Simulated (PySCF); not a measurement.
CH₄Cl₂OSSi, SMILES [Si](Cl)(S)(Cl)OC. Atoms are numbered in the order given.

```xyz
10

C     -2.3225     0.0180     1.2953
O     -1.3575     0.7320     0.5400
Si     0.0416     0.1238    -0.0536
S      1.3169    -0.3813     1.5836
Cl     0.8365     1.5713    -1.2715
Cl    -0.3165    -1.5629    -1.2010
H     -3.1354     0.7123     1.5511
H     -1.8875    -0.3816     2.2273
H     -2.7385    -0.8209     0.7124
H      2.0613    -1.2491     0.8604
```
Charge 0, spin multiplicity 1.

Geometry optimised at B3LYP-D3(BJ)/def2-SVP. The structure was generated by enumeration, and PubChem lists no compound with its InChIKey, so it may never have been made. The values are those of a single conformer.

Calculation: PBE/pcSseg-1 (PySCF).

GIAO shieldings, no solvent; atoms listed in one row are averaged. δ = σ(ref) − σ: ¹³C against TMS (σ = 182.0 ppm); ¹⁷O against H2O (σ = 334.3 ppm); ²⁹Si against TMS (σ = 335.4 ppm); ³³S against H2S (σ = 706.5 ppm); ³⁵Cl against HCl (σ = 936.5 ppm); ¹H against TMS (σ = 31.49 ppm), references at their B3LYP-D3(BJ)/def2-TZVP geometries, non-relativistic (without spin–orbit terms, shifts of atoms bonded to Cl or Br come out too high).

Computed chemical shifts:
```json
[
 {"nucleus": "¹³C", "atoms": "C1", "count": "1", "δ (ppm)": "58.1"},
 {"nucleus": "¹⁷O", "atoms": "O2", "count": "1", "δ (ppm)": "89.4"},
 {"nucleus": "²⁹Si", "atoms": "Si3", "count": "1", "δ (ppm)": "7.1"},
 {"nucleus": "³³S", "atoms": "S4", "count": "1", "δ (ppm)": "104.3"},
 {"nucleus": "³⁵Cl", "atoms": "Cl5", "count": "1", "δ (ppm)": "192.1"},
 {"nucleus": "³⁵Cl", "atoms": "Cl6", "count": "1", "δ (ppm)": "184.5"},
 {"nucleus": "¹H", "atoms": "H7, H8, H9", "count": "3", "δ (ppm)": "4.15"},
 {"nucleus": "¹H", "atoms": "H10", "count": "1", "δ (ppm)": "1.56"}
]
```
